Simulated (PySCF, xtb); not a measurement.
C2H8N2Si2, SMILES CC1=N[Si@@H](N)[SiH2]1. One conformer was computed; it need not be the lowest.

Harmonic wavenumbers (cm⁻¹) from GFN2-xTB (xtb) at its own minimum, in rising order: 87, 118, 127, 157, 244, 275, 285, 372, 400, 424, 499, 532, 552, 566, 628, 658, 775, 792, 835, 897, 977, 1003, 1185, 1371, 1458, 1462, 1527, 1599, 2184, 2200, 2250, 2997, 3008, 3023, 3465, 3498.

Problem. What does TPSSh-D3(BJ)/def2-SVP (PySCF) give at its own minimum? (An estimate is asked for; the answer gives what the named calculation found.)

Solution. 77, 141, 151, 252, 269, 295, 310, 367, 407, 425, 498, 554, 637, 658, 714, 753, 806, 879, 924, 943, 993, 1005, 1178, 1375, 1448, 1463, 1554, 1593, 2201, 2210, 2261, 3020, 3096, 3136, 3551, 3648. Paired by order, the mean absolute difference is 40 cm⁻¹ and the zero-point energies are 60.7 and 62.6 kcal/mol.
